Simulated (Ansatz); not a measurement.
# Energy profile

The step: SiH₃BrO ([OH][SiH2][Br]) + HF → SiH₃OF ([OH][SiH2][F]) + HBr; bonds formed: Si1–F7, Br2–H6; bonds broken: Si1–Br2, H6–F7 (atoms numbered as in the saddle structure below).

Si1  (-0.393, -0.361, -0.124)
Br2  (2.060, -1.262, -0.332)
H3  (-0.629, -1.161, -1.334)
H4  (-0.572, -0.999, 1.189)
O5  (-1.470, 0.838, -0.414)
H6  (1.674, 0.367, 0.331)
F7  (0.851, 1.001, 0.490)
H8  (-1.522, 1.578, 0.194)
(Å)

Electronic energies by CCSD(T) at an estimated basis limit (MP2 extrapolated from triple and quadruple zeta, plus CCSD(T) − MP2 in triple zeta), on PBE0-D4/def2-TZVP structures; SiH₄BrOF, singlet; no counterpoise correction. Program: Ansatz 0.2.0. Basis: def2-TZVPP and def2-QZVPP. Cores are frozen in the correlated methods. Filled d shells of the heavier atoms are correlated. The def2 sets are not built for correlating such inner shells, so the correlated values are less sure here. Extrapolation: Hartree–Fock as exp(−7.88 √X), correlation as X^−2.97.

Give the profile in eV, counted from the separated reactants. (Judge from chemistry; the value comes from the calculation.)

The calculation gives:
```
                                                                                                  point      eV
separated: SiH₃BrO (linked as [OH][SiH2][Br]; Si1, Br2, H3, H4, O5, H8; singlet) + HF (H6, F7; singlet)   0.000
                                                                                        start structure  -0.275
                                                                                                 saddle   1.016
                                                                                          end structure  -0.596
 separated: SiH₃OF (linked as [OH][SiH2][F]; Si1, H3, H4, O5, F7, H8; singlet) + HBr (Br2, H6; singlet)  -0.489
```

The T1 diagnostic stays at or below 0.012.

For scale, one of the runs: CCSD(T)/def2-TZVPP, 208 basis functions (an equivalent command: `ansatz run in.yaml --threads 4`). Hardware: 4 CPU threads, shared host. Wall time 98 s; peak host memory 2.9 GiB.
